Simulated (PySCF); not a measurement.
These are PBE-D3(BJ)/def2-TZVP // PBE0-D4/def2-TZVP (PySCF) values and carry that method's errors. Isolated molecules, 0 K electronic values unless said otherwise. Excitations are Tamm–Dancoff values on a coarser integration grid. The basis has no diffuse functions, so Rydberg states are missing or too high.

Reference species (SMILES): `C=C=NC` (neutral, multiplicity 1).

The S1–T1 gap (TDA) comes out as 0.47 eV and the HOMO–LUMO gap is 4.52 eV.

Changed species: `N1CC=C1`.

Predict the effect on the S1–T1 gap (TDA) and HOMO–LUMO gap.

the S1–T1 gap (TDA) rises by 1.11 eV, to 1.58 eV; the HOMO–LUMO gap rises by 0.17 eV, to 4.69 eV.
